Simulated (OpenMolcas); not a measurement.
An atom or ion with 20 electrons was computed by SS-CASPT2, IPEA 0.25 Eh, imaginary shift 0.1 Eh with spin-orbit coupling (OpenMolcas, ANO-RCC-VTZP, DKH2). The lowest levels that the run gave, each within 12 % of the measured value where one is at hand:

```
J  Parity  E (eV)      g
2    even  0.0000  0.666
3    even  0.0241  1.084
4    even  0.0554  1.251
2    even   1.005  1.001
0    even   1.378       
1    even   1.386  1.501
2    even   1.403  1.500
4    even   1.869  1.000
0    even   4.022
```

Which ion is it, and what are the configurations and terms?

Ti²⁺ (Z = 22, charge +2; active space 2 electrons in 5 orbitals (3d)). J, parity and g give the terms where levels are pure, and mixed ones are named by the computed weights; the size of the splittings, set against known spectra of the 20-electron sequence, gives the charge. In order, with the measured energies in eV (Corliss and Sugar, J. Phys. Chem. Ref. Data 8, 1 (1979)): 3d2 3F2, 3d2 3F3 (0.0229), 3d2 3F4 (0.0521), 3d2 1D2 (1.0506), 3d2 3P0 (1.3066), 3d2 3P1 (1.3147), 3d2 3P2 (1.3293), 3d2 1G4 (1.7851), 3d2 1S0 (4.0264).

CASPT2 does not keep the components of a term degenerate, so their means are used; among the terms shown or strongly mixed into the levels shown the widest spread is 800 cm-1 (3d2 1G). Terms from blocks run as CI alone lack orbitals of their own. Measured partners are found by configuration, term and J. A level has none where our copy of the source lacks it or the pairing is in doubt (some pairs that miss far off the trend of their configuration count as doubtful), and it then counts in no deviation. Levels of configurations outside the active space are missing.
